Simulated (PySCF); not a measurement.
Sn(H)3(NH2) (H5NSn), SMILES [NH2][SnH3].

The structure is a stationary point at B3LYP-D3(BJ)/def2-TZVP. The def2 effective core potentials stand for the cores of Sn; spin–orbit coupling is left out.

Calculation: PySCF with TDDFT-CAM-B3LYP/def2-SVPD.

Vertical excitations. Gas-phase values at a fixed geometry. State labels are in the subgroup Cs.

```csv
state,symmetry,energy (eV),λ (nm),f,main pairs
S1,A',5.81,213,0.042,"HOMO→LUMO 74 %, HOMO→LUMO+1 20 %"
S2,A',6.66,186,0.043,"HOMO→LUMO+1 71 %, HOMO→LUMO 23 %"
S3,A",7.14,174,0.000,HOMO→LUMO+2 96 %
S4,A',7.58,164,0.005,"HOMO→LUMO+3 45 %, HOMO→LUMO+4 34 %, HOMO−2→LUMO 9 %"
S5,A',7.66,162,0.047,"HOMO→LUMO+3 49 %, HOMO→LUMO+4 27 %, HOMO−2→LUMO 12 %"
S6,A",7.89,157,0.023,"HOMO−1→LUMO 70 %, HOMO−1→LUMO+1 21 %"
S7,A',8.07,154,0.049,"HOMO−2→LUMO 61 %, HOMO→LUMO+4 25 %"
S8,A",8.37,148,0.018,"HOMO→LUMO+5 45 %, HOMO→LUMO+7 21 %, HOMO−1→LUMO+1 18 %"
S9,A",8.41,147,0.198,"HOMO−1→LUMO+1 59 %, HOMO−1→LUMO 16 %, HOMO→LUMO+5 14 %"
S10,A',8.46,147,0.164,"HOMO−2→LUMO+1 76 %, HOMO−2→LUMO 12 %"
T1,A',5.22,238,0,"HOMO→LUMO 49 %, HOMO→LUMO+1 42 %"
T2,A',6.23,199,0,"HOMO→LUMO 42 %, HOMO→LUMO+1 41 %"
T3,A",6.92,179,0,HOMO→LUMO+2 82 %
T4,A',7.10,175,0,"HOMO→LUMO+3 47 %, HOMO−2→LUMO 11 %, HOMO→LUMO+4 9 %, HOMO→LUMO+1 7 %"
```
Triplets are in the Tamm–Dancoff approximation, which puts them higher than full response would, so one can lie above its singlet here.
